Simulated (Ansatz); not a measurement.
Calculated with Ansatz (gas phase, PBE0-D4/def2-TZVP geometries, no zero-point term in ΔE). CBS: MP2 limit from def2 TZ/QZ plus the TZ coupled-cluster correction, frozen cores. This one scheme is used for every species. DFT in def2-TZVPP. One conformer a species, not always the lowest.

Reaction (cleavage of the B–Al bond): `[BH2][AlH][CH3]` + `[OH][AlH][OH]` → `B[O][AlH][OH]` + `[CH3][AlH2]`

`[BH2][AlH][CH3]`:

Z-matrix (Å, degrees):
```
C
Al 1 1.960
H 1 1.092 2 114.1
H 1 1.096 2 109.7 3 120.9
H 1 1.095 2 110.6 3 -122.2
B 2 2.119 1 123.3 3 -6.9
H 2 1.599 1 117.7 3 173.7
H 6 1.201 2 123.2 1 90.5
H 6 1.201 2 123.0 1 -89.9
```

`[OH][AlH][OH]`:

Cartesian coordinates in Å:
```
O 0.692 0.832 1.052
Al -0.533 0.227 0.055
O -0.306 -0.996 -1.092
H 1.605 0.552 1.065
H -1.968 0.835 0.204
H 0.511 -1.451 -1.284
```

`B[O][AlH][OH]`:

Cartesian coordinates in Å:
```
B -1.648 -0.742 -0.176
O -0.540 -0.029 0.021
Al 0.843 0.897 0.280
O 2.369 0.260 -0.042
H -2.198 -0.702 -1.247
H -2.085 -1.423 0.717
H 0.716 2.357 0.823
H 2.543 -0.618 -0.375
```

`[CH3][AlH2]`:

Cartesian coordinates in Å:
```
C 0.405 -0.344 -0.720
Al -0.495 0.425 0.830
H 0.957 0.401 -1.298
H 1.138 -1.089 -0.386
H -0.285 -0.863 -1.391
H 0.087 1.721 1.545
H -1.808 -0.250 1.421
```

```csv
level,ΔE (kJ/mol)
BLYP-D4,-178.3
B97M-V,-188.5
BHLYP-D4,-185.7
revPBE,-161.9
PBE0,-169.0
r2SCANh,-176.4
MP2/def2-SVP,-206.7
HF/def2-TZVPP,-190.1
```

Task: What does CCSD(T)/CBS give? (Estimate.)

Result: The calculation gave: -172.1 kJ/mol. The listed levels differ from it by -6.2, -16.4, -13.6, 10.2, 3.1, -4.3, -34.6, -18.0 kJ/mol.

Largest T1 diagnostic among the species: 0.014.

From PBE to PBE0 (25 % exact exchange), in def2-TZVPP and without D4, ΔE moves by −3.6 kJ/mol. In def2-TZVPP, CCSD(T) changes the Hartree–Fock value by +15.9 kJ/mol (the triples alone add +0.5 kJ/mol) and MP2 by +9.5 kJ/mol. Leaving LDA and LC-ωPBE aside and taking each functional with its dispersion term where it has one, the values, not all of them listed here, spread over 23.9 kJ/mol, from B97M-V to revPBE-D4. LDA lies −10.4 kJ/mol from PBE without D4.
